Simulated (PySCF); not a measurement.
**Towards the basis-set limit for SnCl⁺**

State: ¹Σ⁺, singlet, closed shell. De refers to Sn⁺ + Cl. RHF-based CCSD(T) in PySCF 2.14 with Sn cc-pwCVDZ-PP with ECP28, Cl aug-cc-pV(D+d)Z and Sn cc-pwCVTZ-PP with ECP28, Cl aug-cc-pV(T+d)Z (frozen core orbitals: 9; scalar-relativistic core potentials). Correlation energies are extrapolated as n⁻³ (n = 2, 3), Hartree–Fock as (n+1)·exp(−9√n). CV is the change on freezing 5 orbitals instead, in Sn cc-pwCVTZ-PP with ECP28, Cl cc-pwCVTZ.

```tsv
Level	Re (Å)	ωe (cm⁻¹)	ωexe (cm⁻¹)	αe (cm⁻¹)	De (eV)
CCSD(T)/DZ	2.2909	409.3	0.974	0.000434	3.820
CCSD(T)/TZ	2.2620	429.1	1.07	0.000442	4.098
HF/CBS	2.2564	441.6	1.05	0.000432	2.822
MP2/CBS	2.2453	441.1	1.04	0.000432	4.395
CCSD/CBS	2.2505	439.6	1.06	0.000434	3.990
CCSD(T)/CBS	2.2564	433.2	1.08	0.000441	4.189
CCSD(T)/CBS+CV	2.2547	433.8	1.08	0.000441	4.199
```

Q: How much is left between CCSD(T)/TZ and the basis-set limit, and how much do the triples give at the limit?

A: CCSD(T)/CBS less CCSD(T)/TZ: -5.6 mÅ in Re, +4.1 cm⁻¹ in ωe and +0.091 eV in De. CCSD(T)/CBS less CCSD/CBS: +5.9 mÅ in Re, -6.4 cm⁻¹ in ωe and +0.199 eV in De.

Q: What do the later terms add?

A: CV: -1.7 mÅ in Re, +0.6 cm⁻¹ in ωe and +0.010 eV in De, each against the row above.

The T1 diagnostic is 0.017. The open-shell atoms are computed with UHF. Spin–orbit coupling, excitations beyond (T) and corrections to the Born–Oppenheimer picture are left out, and spin–orbit coupling matters for open p, d or f shells this heavy.

The whole job (state search and all basis sets along the bond) took about 17 min on 4 threads of Intel Xeon Platinum 8259CL @ 2.50GHz (shared host), peak memory 7 GiB.
